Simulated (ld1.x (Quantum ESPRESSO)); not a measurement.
## Dy (Z = 66): excitation energies, all-electron against RRKJ

```
Element                 : dysprosium
Generator               : ld1.x (Quantum ESPRESSO) 7.5
Type                    : norm-conserving RRKJ (Kleinman–Bylander form)
Functional              : PBE
Relativity              : scalar-relativistic
Frozen core             : [Kr] 4d10
Valence charge          : 20
Reference configuration : 4f10 5s2 5p6 5d0 6s1 6p1
Partial waves           : 5p (bound): rc 2.05 bohr; 5d (bound, empty): rc 3.40 bohr; 4f (bound): rc 0.70 bohr; 5s (bound): rc 1.20 bohr
Local potential         : the s channel
Core correction         : none
```

Occupied shells without a wave of their own: 6p, 6s. They enter only through the test configuration that unscreens the potential.

Energies are relative to the spin-unpolarised reference configuration 4f10 5s2 5p6 5d0 6s1 6p1; without spin polarisation the order of configurations can differ from experiment.

```tsv
valence configuration	charge	ΔE all-electron (eV)	error AE − PS (meV)
4f10 5s2 5p6 5d0 6s0 6p0	+2	15.230	-92
4f9 5s2 5p6 5d1 6s2 6p0	0	1.704	-238
4f10 5s2 5p6 5d0.5 6s1.5 6p0	0	-1.369	+11
4f9 5s2 5p6 5d0 6s2 6p0	+1	7.546	-56
4f10 5s2 5p6 5d0 6s0 6p1	+1	7.012	-50
```

(1) What are ΔE and the potential's error for 4f10 5s2 5p6 5d0 6s1 6p0?

(2) What are ΔE and the potential's error for 4f10 5s2 5p6 5d0 6s2 6p0?

Levels in the configuration 4f10 5s2 5p6 5d0 6s0 6p0:

```
level  all-electron (eV)  pseudo (eV)
   4f            -17.076      -17.116
   5s            -63.034      -63.099
   5p            -39.389      -39.448
```

Answers

(1) ΔE = 3.563 eV all-electron; the error (AE − PS) is -16 meV.

(2) ΔE = -2.673 eV all-electron; the error (AE − PS) is +26 meV.

The 6p, 6s levels have no wave, so the channel is fitted at the deeper level alone: the likely source of the large errors.
